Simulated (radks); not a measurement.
Results of a calculation; reference values are marked as such.
Spherical quantum dot in the effective-mass picture: electrons in a well V = -V0 / (1 + exp((r - R)/a)) with V0 = 58.4, R = 1.42, a = 0.13, all in effective atomic units (hartree* = m*/eps^2 hartree, bohr* = eps/m* bohr), one dielectric constant everywhere. Level of theory: non-relativistic Kohn-Sham, LDA (Slater exchange, Perdew-Wang correlation), spin-polarised, spherical densities (a radial shooting solver with Libxc functionals). Levels are named by radial order and angular momentum (1s, 1p, 1d, 2s, ...), and open shells are averaged over m.

N = 17, configuration 1s2 1p6 1d(up 5, down 4). This is the lowest configuration that the search found. Occupied and some empty levels:

level,occupation,eigenvalue (hartree*),<r> (bohr*)
1s up,1,-37.681,0.7515
1s down,1,-37.643,0.7508
1p up,3,-35.406,0.8559
1p down,3,-35.362,0.8558
1d up,5,-32.292,0.9285
1d down,4,-32.247,0.9285
2s up,0,-29.922,0.7094
2s down,0,-29.896,0.7097
1f up,0,-28.487,0.9856
1f down,0,-28.443,0.9858
2p up,0,-25.276,0.8087
2p down,0,-25.245,0.8087

Energy (hartree*): total -720.771, kinetic 95.984, external -947.40, Hartree 148.28, exchange-correlation -17.636.
